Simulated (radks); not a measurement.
Task: Species: the cadmium ion Cd+. Configuration: [Kr] 4d10 5s1. Calculated with a radial shooting solver on a logarithmic mesh with Libxc functionals: Dirac Kohn-Sham, exchange-only PBE, spin-unpolarised, spherical densities, finite nucleus; Fermi nuclear charge, rms radius 4.6087 fm. Some entries of the table are withheld. Estimate them.

orbital,occ.,eigenvalue (eV),<r^2> (bohr^2)
1s1/2,2,-26517.23,0.001250
2s1/2,2,-3942.272,(1)
2p1/2,2,(2),0.01520
2p3/2,4,(3),0.01652
3s1/2,2,(4),0.1468
3p1/2,2,-632.0013,0.1420
3p3/2,4,-597.6305,0.1509
3d3/2,4,-405.0383,(5)
3d5/2,6,-398.0529,(6)
4s1/2,2,-113.5043,0.8762
4p1/2,2,-78.6305,1.011
4p3/2,4,-72.7970,1.080
4d3/2,4,-19.8036,1.949
4d5/2,6,-19.1010,2.012
5s1/2,1,-12.4184,8.334

Result: 
(1) 2s1/2 <r^2> (bohr^2): 0.02037
(2) 2p1/2 eigenvalue (eV): -3670.778
(3) 2p3/2 eigenvalue (eV): -3478.282
(4) 3s1/2 eigenvalue (eV): -740.8054
(5) 3d3/2 <r^2> (bohr^2): 0.1318
(6) 3d5/2 <r^2> (bohr^2): 0.1345
